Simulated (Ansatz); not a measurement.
Species: sum formula H5SiNO3, net charge 0, singlet state. 
Coordinates optimised at B3LYP-D3(BJ)/def2-TZVP (Ansatz, a quantum-chemistry and plane-wave program):
```
Si
O 1 1.6330
H 2 0.9605 1 117.84
O 1 1.6443 2 106.50 3 60.69
H 4 0.9597 1 117.84 2 175.93
O 1 1.6443 2 106.50 3 -60.69
H 6 0.9597 1 117.84 2 -175.93
N 1 1.7058 2 113.19 3 -180.00
H 8 1.0086 1 119.30 2 70.60
H 8 1.0086 9 110.69 1 144.26
```
Charge 0, spin multiplicity 1.

Basis-set convergence of Hartree-Fock and CCSD correlation energies (hartree) with Ansatz. Cores are frozen in the correlated levels unless marked. No spin-orbit coupling. No relativistic terms.

```tsv
basis	functions	E(HF)	E(corr, CCSD)
aug-cc-pV(D+d)Z	169	-571.13711	-0.91052
aug-cc-pV(T+d)Z	354	-571.23804	-1.09325
aug-cc-pV(Q+d)Z	639	-571.26071	-1.15520
```

Extrapolating the two largest sets (X = 3 and 4) as X^-3: E(corr) = (64·(-1.15520) - 27·(-1.09325))/37 = -1.2004 Eh, an estimate of the basis-set limit. The largest set recovers 96.2 % of it, the smallest 75.9 %.
